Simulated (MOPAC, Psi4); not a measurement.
Internal rotation in SMILES B/C=C\[SeH] (C2H5BSe). Scanned: dihedral C2–C3–Se4–H9; all other coordinates were relaxed at B3LYP-D3(BJ)/def2-SVP. Points at φ and −φ are mirror images.

Atom numbering (GFN2-xTB optimised geometry, Å):
```
9

B      1.3878     0.1657     0.0259
C      0.1942    -0.7772    -0.1302
C     -1.1187    -0.4794    -0.0784
Se    -1.9521     1.1753     0.1991
H      2.4740    -0.2598    -0.0473
H      1.2357     1.3145     0.2188
H      0.3913    -1.8306    -0.3065
H     -1.8758    -1.2483    -0.2057
H     -0.7363     1.9397     0.3244
```

Levels of theory: PBE-D3(BJ)/def2-TZVP // B3LYP-D3(BJ)/def2-SVP (Psi4); B3LYP-D3(BJ)/def2-TZVP // B3LYP-D3(BJ)/def2-SVP (Psi4); r2SCAN/def2-TZVP // B3LYP-D3(BJ)/def2-SVP (Psi4); AM1, restricted, heats of formation // B3LYP-D3(BJ)/def2-SVP (MOPAC); HF/cc-pVTZ // B3LYP-D3(BJ)/def2-SVP (Psi4); MP2/cc-pVTZ = DF-MP2 (frozen core)/cc-pVTZ // B3LYP-D3(BJ)/def2-SVP (Psi4 1.11).

Energies in mEh, each method relative to its own lowest point.

| φ / ° | PBE-D3(BJ)/def2-TZVP | B3LYP-D3(BJ)/def2-TZVP | r2SCAN/def2-TZVP | AM1 | HF/cc-pVTZ | MP2/cc-pVTZ |
|---|---|---|---|---|---|---|
| -150 | 2.6 | 2.2 | 2.6 | 2.0 | 1.6 | 2.0 |
| -120 | 8.9 | 7.6 | 9.0 | 4.6 | 4.8 | 6.8 |
| -90 | 13.7 | 11.4 | 13.6 | 6.8 | 7.1 | 9.9 |
| -60 | 9.9 | 8.7 | 10.0 | 5.0 | 6.4 | 7.9 |
| -30 | 3.5 | 3.3 | 3.7 | 1.8 | 3.3 | 3.1 |
| 0 | 0.0 | 0.4 | 0.3 | 0.0 | 1.7 | 0.4 |
| 30 | 3.5 | 3.3 | 3.7 | 1.8 | 3.3 | 3.1 |
| 60 | 9.9 | 8.7 | 10.0 | 5.0 | 6.4 | 7.9 |
| 90 | 13.7 | 11.4 | 13.6 | 6.8 | 7.1 | 9.9 |
| 120 | 8.9 | 7.6 | 9.0 | 4.6 | 4.8 | 6.8 |
| 150 | 2.6 | 2.2 | 2.6 | 2.0 | 1.6 | 2.0 |
| 180 | 0.1 | 0.0 | 0.0 | 0.7 | 0.0 | 0.0 |

Root-mean-square difference from the MP2/cc-pVTZ profile, itself a level with limits, after the best constant shift (mEh): PBE-D3(BJ)/def2-TZVP 1.3, B3LYP-D3(BJ)/def2-TZVP 0.5, r2SCAN/def2-TZVP 1.3, AM1 1.3, HF/cc-pVTZ 1.3.
